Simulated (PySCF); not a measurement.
Precursor series Nb Cl-F. Gas-phase values, no solvent.

Computed with PySCF with PBE-D3(BJ)/def2-TZVP // PBE-D3(BJ)/def2-SVP. All candidates: neutral, multiplicity 1. 

* **LUMO**: -4.61 eV
* **HOMO**: -8.76 eV
* **dipole moment**: 0.66 D

Which member has these values?
A. [Nb(Cl)4(F)]
B. [Nb(F)5]
C. [Nb(Cl)2(F)3]
D. [Nb(Cl)(F)4]

C, [Nb(Cl)2(F)3]. The others give [Nb(F)5]: -4.33 eV, -10.21 eV, 0.00 D; [Nb(Cl)4(F)]: -4.79 eV, -8.03 eV, 0.19 D; [Nb(Cl)(F)4]: -4.17 eV, -9.43 eV, 1.32 D
